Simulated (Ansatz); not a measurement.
Two isomers of CH6Si2Te: A = `C[SiH]1[SiH2][Te]1`, B = `[SiH3]C1[SiH2][Te]1`.

Gas-phase electronic energies from Ansatz, PBE0-D4/def2-TZVP geometries. CCSD(T)/CBS is the MP2 limit (def2-TZVPP, def2-QZVPP) plus CCSD(T) − MP2 in def2-TZVPP, frozen cores. Functionals use def2-TZVPP. B3LYP here is the variant with VWN-RPA as its local correlation; programs differ in this. def2 core potentials past Kr. For Te outer-core shells are correlated without core-valence functions, which leaves a few kJ/mol of doubt a bond.

A:

```xyz
10

C     1.432    0.989   -0.025
Si    0.342   -0.457    0.426
Si   -1.696   -0.788   -0.524
Te   -1.667    0.022    1.849
H     0.825    1.835   -0.349
H     2.112    0.711   -0.835
H     2.029    1.299    0.836
H     1.118   -1.644    0.864
H    -2.258   -2.145   -0.730
H    -2.235    0.179   -1.511
```

B:

```xyz
10

Si   -0.5417    0.2963    1.4096
C     0.4237   -0.5426    0.0629
Si    0.1864   -0.1143   -1.7129
Te    2.1856    0.6849   -0.5817
H     0.2772    0.4619    2.6389
H    -0.9766    1.6308    0.9241
H    -1.7459   -0.5143    1.7521
H     0.7476   -1.5620    0.2641
H    -0.8774    0.8577   -2.0466
H     0.3210   -1.1984   -2.7107
```

(1) Which isomer does CCSD(T)/CBS put lower? Give the gap. (Best estimate.)

(2) Give E(B) − E(A) in kcal/mol with CCSD(T)/def2-TZVPP, MP2/def2-TZVPP, PBE-D4, B3LYP, PBE0-D4, B2PLYP, r2SCAN-D4. (Best estimate.)

Largest T1 diagnostic: 0.012.

Answers

(1) Computed: A, by 23.7 kcal/mol.

(2) The calculation gave: CCSD(T)/def2-TZVPP 23.0, MP2/def2-TZVPP 22.3, PBE-D4 28.1, B3LYP 24.9, PBE0-D4 28.5, B2PLYP 23.7, r2SCAN-D4 27.2. None reverses the order clearly.

The D4 term adds −0.8 kcal/mol with B3LYP and −0.4 kcal/mol with PBE0; it sums over pairs of atoms, weighted by their polarisabilities, and B3LYP, whose exchange is more repulsive, gets the larger term.
